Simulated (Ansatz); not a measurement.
```yaml
crystal:
  periodic: [false, false, false]
  atoms:
    - {symbol: O, position_ang: [4.829202, -2.242295, 1.676914]}
    - {symbol: C, position_ang: [3.489360, -1.680454, 1.298513]}
    - {symbol: C, position_ang: [2.491284, -2.207348, 1.590597]}
    - {symbol: C, position_ang: [1.152884, -1.503770, 1.270222]}
    - {symbol: C, position_ang: [-0.276008, -2.038767, 1.497147]}
    - {symbol: C, position_ang: [-0.176369, -3.112534, 2.597939]}
    - {symbol: C, position_ang: [-1.573602, -3.520989, 3.027321]}
    - {symbol: C, position_ang: [-2.660260, -3.098966, 2.552818]}
    - {symbol: C, position_ang: [-2.620271, -2.142963, 1.599578]}
    - {symbol: C, position_ang: [-1.458887, -1.524967, 1.172261]}
    - {symbol: C, position_ang: [-1.255336, -0.374322, 0.151296]}
    - {symbol: C, position_ang: [-2.482973, -0.178735, -0.650003]}
    - {symbol: C, position_ang: [-3.467519, -0.958912, -1.234345]}
    - {symbol: C, position_ang: [-4.468755, -0.568187, -2.040001]}
    - {symbol: C, position_ang: [-4.538218, 0.848220, -2.527076]}
    - {symbol: C, position_ang: [-3.495280, 1.601135, -2.122805]}
    - {symbol: C, position_ang: [-2.454909, 1.274557, -1.248007]}
    - {symbol: C, position_ang: [-1.312161, 2.305889, -0.635907]}
    - {symbol: C, position_ang: [-1.422820, 3.669935, -0.965528]}
    - {symbol: C, position_ang: [-0.504260, 4.543977, -0.566891]}
    - {symbol: C, position_ang: [0.532683, 3.942473, 0.074705]}
    - {symbol: C, position_ang: [0.857558, 2.631382, 0.105984]}
    - {symbol: C, position_ang: [-0.323333, 1.831025, -0.345881]}
    - {symbol: C, position_ang: [-0.087321, 0.165679, -0.021192]}
    - {symbol: C, position_ang: [1.098256, -0.386620, 0.304549]}
    - {symbol: C, position_ang: [2.346871, -0.247241, -0.377206]}
    - {symbol: C, position_ang: [2.396499, 0.765587, -1.501593]}
    - {symbol: C, position_ang: [3.741226, 1.097290, -2.043099]}
    - {symbol: C, position_ang: [4.911658, 0.506856, -1.365847]}
    - {symbol: C, position_ang: [4.907647, -0.300154, -0.418704]}
    - {symbol: C, position_ang: [3.563835, -0.697740, -0.022717]}
    - {symbol: H, position_ang: [4.508702, -2.919141, 2.219434]}
    - {symbol: H, position_ang: [2.374556, -2.781409, 2.430596]}
    - {symbol: H, position_ang: [0.611011, -3.478202, 3.220447]}
    - {symbol: H, position_ang: [-1.518539, -4.296062, 3.791566]}
    - {symbol: H, position_ang: [-3.755891, -3.467259, 2.818841]}
    - {symbol: H, position_ang: [-3.625163, -1.457429, 1.310640]}
    - {symbol: H, position_ang: [-3.414430, -2.029538, -0.790294]}
    - {symbol: H, position_ang: [-5.256176, -1.319376, -2.197813]}
    - {symbol: H, position_ang: [-5.327744, 1.201596, -3.222400]}
    - {symbol: H, position_ang: [-3.634029, 2.638164, -2.434228]}
    - {symbol: H, position_ang: [-2.347811, 4.080659, -1.365020]}
    - {symbol: H, position_ang: [-0.591935, 5.565930, -0.803085]}
    - {symbol: H, position_ang: [1.424443, 4.545683, 0.500221]}
    - {symbol: H, position_ang: [1.612391, 2.342422, 0.643463]}
    - {symbol: H, position_ang: [1.681538, 1.103767, -1.809591]}
    - {symbol: H, position_ang: [3.753491, 1.740125, -2.955915]}
    - {symbol: H, position_ang: [5.947167, 0.786236, -2.057247]}
    - {symbol: H, position_ang: [5.836557, -0.686656, -0.054283]}
basis:
  gaussian: {orbitals: "6-31G*", fitting: {mean_field: def2-universal-jkfit}}
total_charge: 1
magnetization: {spin_polarized: true, initial_magnetization: 1}
hamiltonian: {xc: {name: CAM-B3LYP}, dispersion: d4}
scf: {lower_state_search: light}
```

```sh
$ ansatz run in.yaml --threads 2 --pin off --events-out ev --progress --plain --max-ram 32768MiB --backend cuda --devices 0, --max-vram 18GiB
```

Output, abridged:

```
Functional definition: CAM-B3LYP
2651 factors; integrals over basis functions are off by at most 6.0e-2 eV
2651 factors; integrals over basis functions are off by at most 3.6e-7 eV
mean field evaluation 1: about -33389.3361 eV, gradient 6.3e1 eV
mean field evaluation 2: about -33394.8599 eV, gradient 5.5e1 eV
mean field evaluation 4: about -33408.0726 eV, gradient 4.3e0 eV
mean field evaluation 8: about -33408.1831 eV, gradient 6.6e-1 eV
mean field evaluation 16: about -33408.1958 eV, gradient 2.2e-2 eV
mean field evaluation 32: about -33408.1958 eV, gradient 6.3e-5 eV
mean field -33408.19582858 eV, -1227.7285518117 hartree, gradient 3.9e-5 eV, S^2 0.800724; 6 other end points of the search recorded, 0 dependent functions left out
reference -33408.19606468 eV, -1227.7285604883 hartree; 103, 102 occupied and 398, 399 virtual orbitals, 2651 factors
Total energy: -33410.24968330 eV, -1227.8040295806 hartree
```

It took 25 s on 2 threads of AMD EPYC 7R13 on a shared host and a share (18 GiB) of an NVIDIA H100 80GB HBM3.

The 6-31G sets use Cartesian d functions.
